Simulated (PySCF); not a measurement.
C2H5F2NSi, SMILES F[SiH](/N=C/C)F.

Geometry optimised at r2SCAN-D4/def2-SVP. The structure was generated by enumeration; whether it is a known compound was not checked. One conformer was computed; it need not be the lowest.

Two levels are set side by side: PBE/def2-TZVP (PySCF) and CAM-B3LYP/def2-TZVP (PySCF). Same geometry, gas phase. Differences are taken from unrounded values.

| quantity | CAM-B3LYP |
|---|---|
| orbital gap (eV) | 9.09 |
| highest occupied level (eV) | -9.12 |
| lowest empty level (eV) | -0.03 |
| dipole moment (D) | 3.01 |
| mean polarisability (bohr³) | 54.1 |

Task: What does PBE give, and how far is it from CAM-B3LYP? (An estimate is asked for; the answer gives what the named calculation found.)

Result: 
| quantity | PBE | PBE minus CAM-B3LYP |
|---|---|---|
| orbital gap (eV) | 3.92 | -5.17 |
| highest occupied level (eV) | -6.23 | 2.89 |
| lowest empty level (eV) | -2.32 | -2.29 |
| dipole moment (D) | 2.89 | -0.12 |
| mean polarisability (bohr³) | 57.4 | 3.3 |

PBE's occupied levels lie high since its potential decays too fast outside the molecule; exact exchange lowers them and widens the gap. Loosely held outer electrons make PBE densities more polarisable. Differences between two approximate levels are no errors against the true value.

Rough cost on one machine, each run with all the roots and properties that it gave: CAM-B3LYP against PBE within a factor of 2.
